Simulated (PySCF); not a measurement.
C2H3F2, SMILES C[C](F)F (connectivity only; charge and spin as stated), charge +1, multiplicity 1. Atoms are numbered in the order given.

```xyz
7

C     -1.3606    -0.0553     0.2883
C      0.0494     0.0007    -0.0250
F      0.7906    -1.0222    -0.0371
F      0.6534     1.0801    -0.2811
H     -1.4355     0.0524     1.4053
H     -1.7881    -1.0467     0.0351
H     -1.9055     0.8018    -0.1556
```
Charge +1, spin multiplicity 1.

Coordinates come from a PBE-D3(BJ)/def2-SVP optimisation. The multiplicity is an assumed one; other spin states were not compared. The isomer is the one that the SMILES or the coordinates give; other isomers of the formula were not compared.

Two levels are set side by side: PBE/pcSseg-2 (PySCF) and KT2/pcSseg-2 (PySCF). GIAO shifts against CFCl3 (¹⁹F), TMS (¹H), TMS (¹³C) at the same level; non-relativistic, no solvent, atoms listed together averaged. Differences are taken from unrounded values.

| quantity | PBE |
|---|---|
| δ(¹³C) of C1 (ppm) | 29.6 |
| δ(¹³C) of C2 (ppm) | 222.8 |
| δ(¹⁹F) of F3, F4 (ppm) | 121.0 |

Task: These are the PBE values. What does KT2 give? (An estimate is asked for; the answer gives what the named calculation found.)

Result: 
```
quantity                  KT2  PBE minus KT2
----------------------  -----  -------------
δ(¹³C) of C1 (ppm)       27.0            2.6
δ(¹³C) of C2 (ppm)      211.5           11.3
δ(¹⁹F) of F3, F4 (ppm)   97.3           23.7
```

Rough cost on one machine, each run with all the roots and properties that it gave: KT2 against PBE within a factor of 2.
